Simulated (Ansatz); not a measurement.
Relaxation of C2H3FOSi (8 atoms, charge 0, multiplicity 1), to a largest force component of 0.02 eV/Å in at most 50 steps.

Level of theory: UKS r2SCAN/def2-SVP in Ansatz.

```xyz
8
Properties=species:S:1:pos:R:3:forces:R:3
C -0.511 1.834 1.075 -1.85 6.34 4.69
C -0.296 0.943 0.354 1.48 -5.75 -4.53
Si 0.093 -0.507 -0.756 1.37 0.41 1.18
O -0.067 -1.949 0.011 -1.52 0.16 -0.96
F 1.698 -0.463 -1.078 -0.28 0.42 -0.08
H -0.797 2.723 1.690 0.50 -1.24 -0.71
H -0.608 -0.467 -2.008 -0.60 -0.06 -0.55
H 0.579 -2.171 0.657 0.91 -0.28 0.96
```

Question: Where does it end, and by what steps?

Answer: The forces met the threshold. After 7 steps the energy has fallen by 0.360 eV; H8 moved furthest, 0.37 Å.

```csv
step,energy less start (eV),largest force component (eV/Å),accepted
0,0.0000,6.340,yes
1,-0.3051,0.639,yes
2,-0.3302,0.340,yes
3,-0.3435,0.289,yes
4,-0.3555,0.350,yes
5,-0.3580,0.119,yes
6,-0.3595,0.031,yes
7,-0.3596,0.013,yes
```

```xyz
8
Properties=species:S:1:pos:R:3
C -0.516 1.790 1.077
C -0.215 0.874 0.328
Si 0.193 -0.509 -0.794
O -0.005 -1.955 -0.033
F 1.740 -0.305 -1.236
H -0.778 2.601 1.735
H -0.641 -0.529 -2.008
H 0.313 -2.024 0.875
```

Whether the end is a true minimum wasn't checked by a vibrational analysis.

Time of the run: 75 s on 2 threads of Arm Neoverse N1, with other jobs on the host, peak memory 0.21 GiB.
